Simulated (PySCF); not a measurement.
HClO (SMILES OCl), singlet, geometry from GFN2-xTB. Base run: PySCF with CCSD(T)/def2-TZVPP.

Here is a job for PySCF.
```python
from pyscf import gto, scf, cc

mol = gto.Mole()
mol.atom = '''
    O    -0.008741    1.098296    0.016436
    H    -0.944582    1.335065    0.004393
    Cl    0.059677   -0.595379   -0.007993
'''
mol.basis = 'def2-tzvpp'
mol.charge = 0
mol.spin = 0
mol.verbose = 4
mol.max_memory = 1800
mol.build()

mf = scf.RHF(mol)
mf.kernel()

mycc = cc.CCSD(mf, frozen=6)
mycc.kernel()
et = mycc.ccsd_t()
print('E(CCSD(T)) = %.10f' % (mycc.e_tot + et))
```

Variants of this job, named by their change:

```csv
change,ΔE vs base (kcal/mol),MP2 correlation (Eh),CC correlation without the perturbative part (Eh),basis functions
base,0.000,-0.43756,-0.45756,87
method = mp2,(withheld),-0.43756,-,87
method = ccsd,11.38,-0.43756,-0.45756,87
method = cisd,37.58,-,-,87
```

Task: What belongs in the gaps?

Result: 
- method = mp2, ΔE vs base (kcal/mol): 23.93
